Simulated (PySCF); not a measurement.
In(H)2(NHMe) (CH6InN), SMILES C[NH][InH2]. Coordinates come from a B3LYP-D3(BJ)/def2-SVP optimisation. The def2 effective core potentials stand for the cores of In; spin–orbit coupling is left out.

Level of theory: B3LYP-D3(BJ)/def2-SVP (PySCF).

Harmonic wavenumbers (cm⁻¹): 138, 203, 239, 399, 464, 529, 538, 578, 1076, 1128, 1136, 1369, 1448, 1460, 1490, 1792, 1801, 2957, 2999, 3083, 3570. Rotational constants (GHz): 32.03, 2.855, 2.665; symmetry number 1.

Q: Work out the zero-point energy and the ideal-gas rigid-rotor harmonic-oscillator thermochemistry at 298.15 K and 1 atm.

A: ZPE = ½ Σ hcν = ½ × 28398 cm⁻¹ = 40.60 kcal/mol. H − E(el) = 44.82 kcal/mol. Entropy in cal/(mol K): translation 40.86, rotation 24.69, vibration 10.36, total 75.92. G − E(el) = 22.19 kcal/mol. Cp = 20.94 cal/(mol K). Modes under 150 cm⁻¹ make the vibrational entropy uncertain.
